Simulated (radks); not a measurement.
Task: The promethium ion Pm9+ is in [Kr] 4d10 4f(5/2: 1, 7/2: 0) 5s2 5p(1/2: 2, 3/2: 1). Method: Dirac Kohn-Sham, relativistic LDA (MacDonald-Vosko exchange, VWN5 correlation), spin-unpolarised, spherical densities, finite nucleus; Fermi nuclear charge, rms radius of each element as measured or else 0.836 A^(1/3) + 0.57 fm; computed with a radial shooting solver on a logarithmic mesh with Libxc functionals. Sub-shells are occupied by j as written (lower j first in brackets). One electron is removed from 5p3/2, 5s1/2, 4f5/2, 5p1/2 in turn, with full relaxation. Which removal costs least, and what does each cost?

Result: 5p3/2 149.88 eV; 5p1/2 155.93 eV; 4f5/2 164.75 eV; 5s1/2 177.68 eV. The 5p3/2 electron leaves first.
